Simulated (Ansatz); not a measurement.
Total energies of CH$_{6}$O$_{3}$Si, SMILES `CO[SiH](O)O`.

Cartesian coordinates in Å:
```
C -1.0397 -1.2385 -0.6736
O 0.2111 -0.7444 -0.2499
Si 0.4026 0.6359 0.6064
O -0.0154 1.9901 -0.2005
O 1.9928 0.7078 0.9733
H -1.7664 -1.2566 0.1466
H -1.4487 -0.6309 -1.4869
H -0.9016 -2.2588 -1.0348
H -0.4846 0.6145 1.7868
H 0.5893 2.3087 -0.8730
H 2.4606 -0.1280 1.0056
```

Charge 0, multiplicity 1. The geometry is a stationary point of PBE0-D4/def2-TZVP. It is one conformer, not always the lowest. Basis def2-TZVPP, the Gaussian-basis code of Ansatz.

RPA on PBE orbitals: Hartree–Fock energy of these orbitals -555.10898 Eh, correlation -1.59460 Eh (frozen core).

```json
{"functional": "LDA (SPW92)", "energy without D4 (Eh)": "-553.99407", "D4 term (kJ/mol)": "–"}
{"functional": "ωB97M-V", "energy without D4 (Eh)": "-557.04671", "D4 term (kJ/mol)": "–"}
```

Question: Give the same for PBE, revPBE, BLYP, r2SCAN, B97M-V, PBE0, B3LYP, r2SCANh, r2SCAN0, HSE06 (plane-wave form), BHLYP, CAM-B3LYP, LC-ωPBE, ωB97X-V, B2PLYP, PBE-QIDH. (An estimate is asked.)

Answer: The calculation gave: 
```json
{"functional": "PBE", "energy without D4 (Eh)": "-556.70261", "D4 term (kJ/mol)": "-19.5"}
{"functional": "revPBE", "energy without D4 (Eh)": "-556.99478", "D4 term (kJ/mol)": "-62.7"}
{"functional": "BLYP", "energy without D4 (Eh)": "-557.08962", "D4 term (kJ/mol)": "-43.3"}
{"functional": "r2SCAN", "energy without D4 (Eh)": "-556.99502", "D4 term (kJ/mol)": "-4.9"}
{"functional": "B97M-V", "energy without D4 (Eh)": "-557.01131", "D4 term (kJ/mol)": "–"}
{"functional": "PBE0", "energy without D4 (Eh)": "-556.74029", "D4 term (kJ/mol)": "-16.4"}
{"functional": "B3LYP", "energy without D4 (Eh)": "-557.18146", "D4 term (kJ/mol)": "-31.3"}
{"functional": "r2SCANh", "energy without D4 (Eh)": "-556.97858", "D4 term (kJ/mol)": "-5.1"}
{"functional": "r2SCAN0", "energy without D4 (Eh)": "-556.95511", "D4 term (kJ/mol)": "-5.6"}
{"functional": "HSE06 (plane-wave form)", "energy without D4 (Eh)": "-556.72125", "D4 term (kJ/mol)": "-15.2"}
{"functional": "BHLYP", "energy without D4 (Eh)": "-557.02516", "D4 term (kJ/mol)": "-22.8"}
{"functional": "CAM-B3LYP", "energy without D4 (Eh)": "-557.07490", "D4 term (kJ/mol)": "-16.5"}
{"functional": "LC-ωPBE", "energy without D4 (Eh)": "-556.91196", "D4 term (kJ/mol)": "–"}
{"functional": "ωB97X-V", "energy without D4 (Eh)": "-557.02102", "D4 term (kJ/mol)": "–"}
{"functional": "B2PLYP", "energy without D4 (Eh)": "-556.85731", "D4 term (kJ/mol)": "–"}
{"functional": "PBE-QIDH", "energy without D4 (Eh)": "-556.62773", "D4 term (kJ/mol)": "–"}
```

B3LYP takes the VWN-RPA correlation (the form of Gaussian; ORCA's B3LYP/G). HSE06 is the plane-wave form, built on full-range PBE exchange. The double hybrids freeze the cores in their second-order part.

LC-ωPBE has ω = 0.4 bohr⁻¹.
